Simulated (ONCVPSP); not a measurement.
# Plane-wave convergence, ONCV potential for tungsten

- Element: W
- Generator: ONCVPSP 4.0.1
- Type: optimised norm-conserving Vanderbilt (ONCV)
- Functional: PBE
- Relativity: scalar-relativistic
- Frozen core: [Kr] 4d10
- Valence charge: 28
- Reference configuration: 4f14 5s2 5p6 5d4 6s2
- Partial waves: 5s+6s: rc 1.70 bohr, ncon 4, nbas 8, qcut 5.5 1/bohr, 2 projectors; 5p: rc 1.35 bohr, ncon 4, nbas 7, qcut 6.6 1/bohr, 2 projectors, debl 3.9 Ha; 5d: rc 1.70 bohr, ncon 4, nbas 7, qcut 5.2 1/bohr, 2 projectors, debl 2.8 Ha; 4f: rc 0.95 bohr, ncon 5, nbas 10, qcut 20.1 1/bohr, local
- Local potential: the f channel
- Core correction: Teter function fitted to the true core (icmod 2), fcfact 0.65

Problem. For each optimised wave give the share of its norm inside rc, the residual kinetic energy above qcut (Ha) and the cutoffs (Ha) for errors of 10, 1, 0.1 and 0.01 mHa per electron.

Solution.

```json
{"wave": "5s", "norm inside rc": "0.948", "residual KE": "5.2e-04", "10 mHa": "9.1", "1 mHa": "13.8", "0.1 mHa": "51.7", "0.01 mHa": "65.3"}
{"wave": "6s", "norm inside rc": "0.061", "residual KE": "4.2e-04", "10 mHa": "4.7", "1 mHa": "13.3", "0.1 mHa": "26.7", "0.01 mHa": "72.1"}
{"wave": "5p", "norm inside rc": "0.643", "residual KE": "3.8e-03", "10 mHa": "18.0", "1 mHa": "54.6", "0.1 mHa": "78.9", "0.01 mHa": "106.1"}
{"wave": "p projector 2", "norm inside rc": "0.062", "residual KE": "3.1e-03", "10 mHa": "16.5", "1 mHa": "26.8", "0.1 mHa": "70.6", "0.01 mHa": "89.5"}
{"wave": "5d", "norm inside rc": "0.415", "residual KE": "1.3e-03", "10 mHa": "10.4", "1 mHa": "14.0", "0.1 mHa": "29.8", "0.01 mHa": "54.6"}
{"wave": "d projector 2", "norm inside rc": "0.101", "residual KE": "4.6e-03", "10 mHa": "12.2", "1 mHa": "16.0", "0.1 mHa": "27.1", "0.01 mHa": "47.8"}
{"wave": "4f", "norm inside rc": "0.878", "residual KE": "6.4e-06", "10 mHa": "151.9", "1 mHa": "171.1", "0.1 mHa": "185.4", "0.01 mHa": "198.7"}
```

The occupied waves need 171 Ha and 185 Ha for 1 and 0.1 mHa. Note: ghosts flagged at negative energy: s at -808.7 eV, p at -348.0 eV; GHOST(+) flagged for d at 36.8 eV, s at 131.7 eV. A true bound ghost makes a file unfit for plane-wave use.
